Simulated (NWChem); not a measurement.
**Plane-wave run on MgI2 (space group P-3m1)**

```
MgI2
1.0
    4.19568     0.00000     0.00000
   -2.09784     3.63356     0.00000
    0.00000     0.00000     7.10573
Mg I
1 2
Direct
  0.00000   0.00000   0.00000
  0.33333   0.66667   0.23408
  0.66667   0.33333   0.76592
```

Program: NWChem. Origin of the cell: Materials Project cell, not relaxed here.

Norm-conserving pseudopotentials with valence charges Mg 2, I 7, fixed occupations, no spin-orbit coupling, density cut at twice the wavefunction cutoff.

The filled d shells of I are in the core.

Level: LDA (Vosko), Troullier-Martins, cutoff 25 Ha, density from a 3×3×3 mesh. Bands run along Γ–M–K–Γ–A–L–H–A with k in units of the cell's reciprocal vectors.

**Question.** What gap does the band structure show, and how wide is the group of occupied bands?

**Answer.** It shows an indirect gap along this path of 3.01 eV from Γ to L (smallest direct gap on this path 3.39 eV). The 8 occupied bands reach 11.9 eV below the valence-band top.
